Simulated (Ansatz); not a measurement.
The same redistribution along the group B, Al, Ga.

Computed with Ansatz on PBE0-D4/def2-TZVP structures; ΔE is electronic, products minus reactants. CCSD(T)/CBS adds triple-zeta CCSD(T) − MP2 to the extrapolated MP2 energy (def2 sets, frozen cores). Functionals use def2-TZVPP. def2 core potentials past Kr. For Ga, Sn outer-core shells are correlated without core-valence functions, which leaves a few kJ/mol of doubt a bond. Scalar relativity is left out up to krypton. Each species was taken in one conformer, which may not be the lowest.

```tsv
reaction	HF/CBS(def2) (kJ/mol)	r2SCAN-D4 (kJ/mol)	CCSD(T)/CBS(def2) (kJ/mol)
`OB(Cl)O[SiH3]` + `C[N](C)[Sn][F]` → `OB(F)O[SiH3]` + `C[N](C)[Sn][Cl]`	-103	-84	-87
`[OH][Al]([Cl])[O][SiH3]` + `C[N](C)[Sn][F]` → `[OH][Al]([F])[O][SiH3]` + `C[N](C)[Sn][Cl]`	-52	-46	-52
`[OH][Ga]([Cl])[O][SiH3]` + `C[N](C)[Sn][F]` → `[OH][Ga]([F])[O][SiH3]` + `C[N](C)[Sn][Cl]`	2	7	6
```

Largest T1 diagnostic: 0.017, for `C[N](C)[Sn][F]`.
